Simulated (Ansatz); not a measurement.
input.yaml

```yaml
crystal:
  periodic: [false, false, false]
  atoms:
    - { symbol: Al, position_ang: [-0.364593, 0.511288, 0.040573] }
    - { symbol: H, position_ang: [0.07642, -1.648175, -1.717065] }
    - { symbol: O, position_ang: [-0.532606, 1.911816, -0.940381] }
    - { symbol: O, position_ang: [-1.809125, -0.331607, 0.453891] }
    - { symbol: H, position_ang: [0.656998, -1.2694, -1.573352] }
    - { symbol: As, position_ang: [1.912573, -0.029904, 0.607541] }
    - { symbol: H, position_ang: [-1.40571, 2.225254, -1.228415] }
    - { symbol: H, position_ang: [-1.839881, -1.084447, 1.064067] }
    - { symbol: H, position_ang: [1.860957, 0.930012, 1.81448] }
    - { symbol: H, position_ang: [1.444667, -1.214937, 1.47876] }
basis:
  gaussian: { orbitals: def2-SVP }
hamiltonian:
  xc: pbe
  dispersion: d4
relax:
  f_tol: 0.03
  max_steps: 50
```

Run as:

```bash
$ ansatz run input.yaml --threads 2 --pin off --max-ram 3072MiB --backend cpu --events-out ev --progress --plain --runs-dir out
```

Hardware: 2 threads of Arm Neoverse V2, with other jobs on the host.

Roughly how long does this run take, and how much memory?

19 s, with a peak of 0.15 GiB, for 9 ionic steps.
